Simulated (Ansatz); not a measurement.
C4H9NSi, SMILES C1=C([SiH2]N)CC1.

Geometry optimised at TPSSh-D3(BJ)/def2-SVP. This is a generated structure with no PubChem entry under its InChIKey; it may be hypothetical. The values are those of a single conformer.

Two levels are set side by side: PBE/def2-SVPD (Ansatz, a program for electronic structure) and PBE0/def2-SVPD (Ansatz). Energy differences of separate SCF runs at the same geometry; the states with an electron removed or added have multiplicity 2 and 2. Differences are taken from unrounded values.

```csv
quantity,PBE0,PBE,PBE minus PBE0
vertical ionisation energy (eV),8.94,8.59,-0.35
vertical singlet–triplet gap (eV),3.85,3.99,0.13
```
